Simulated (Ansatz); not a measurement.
Reaction (formal exchange of groups at the Si–O bond): `C[Si](C)(O)O` + CH₄ → trimethylsilanol + H₂O

Computed with Ansatz on PBE0-D4/def2-TZVP structures; ΔE is electronic, products minus reactants. CCSD(T)/CBS is the MP2 limit (def2-TZVPP, def2-QZVPP) plus CCSD(T) − MP2 in def2-TZVPP, frozen cores. This one scheme is used for every species. Functionals use def2-TZVPP. One conformer a species, not always the lowest.

| level | ΔE (kcal/mol) | difference from CCSD(T)/CBS |
| --- | --- | --- |
| r2SCAN0-D4 | 28.3 | 1.4 |
| BHLYP-D4 | 29.4 | 2.5 |
| ωB97M-V | 27.7 | 0.8 |
| BLYP | 29.0 | 2.1 |
| r2SCAN | 28.6 | 1.7 |
| PBE0 | 26.7 | -0.2 |
| CCSD(T)/def2-SVP | 27.1 | 0.2 |
| CCSD/def2-TZVPP | 27.9 | 1.0 |
| MP2/def2-QZVPP | 27.2 | 0.3 |
| SCS-MP2/def2-QZVPP | 28.0 | 1.1 |
| CCSD(T)/CBS | 26.9 | 0 |

Task: What do rigid-rotor, harmonic-oscillator terms from PBE0-D4/def2-TZVP frequencies (298.15 K, 1 bar) make of the CCSD(T)/CBS value? (An estimate is asked.)

Result: Computed: ΔZPE = -0.5 kcal/mol, ΔH = +26.7 kcal/mol, ΔS = 8 J/(mol·K), ΔG = +26.1 kcal/mol.

Largest T1 diagnostic among the species: 0.010.

From BLYP to BHLYP (50 % exact exchange), in def2-TZVPP and without D4, ΔE moves by +1.3 kcal/mol. The D4 term adds −1.0 kcal/mol with B3LYP and −0.6 kcal/mol with PBE0; it sums over pairs of atoms, weighted by their polarisabilities, and B3LYP, whose exchange is more repulsive, gets the larger term. In def2-TZVPP, CCSD(T) changes the Hartree–Fock value by −4.2 kcal/mol (the triples alone add −0.4 kcal/mol) and MP2 by −4.1 kcal/mol.

B3LYP here is the variant with VWN-RPA as its local correlation; programs differ in this.
